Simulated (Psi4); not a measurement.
A dimer, H2O ··· HBr (SMILES O and Br), singlet; the first 3 atoms form monomer A.

```
5

O     -0.0016     0.3896     0.0000
H     -0.7642    -0.1979     0.0000
H      0.7658    -0.1917     0.0000
Br    -0.0353     2.8172    -1.7801
H     -0.0164     1.7184    -0.8732
```

### Question
What interaction energy does SAPT0/jun-cc-pVDZ, frozen core (Psi4) give, and which attractive term is the largest?

### Answer
Total -11.54 kJ/mol: electrostatics -81.26, exchange 132.52, induction -45.39, dispersion -17.42. The most attractive term is electrostatics.
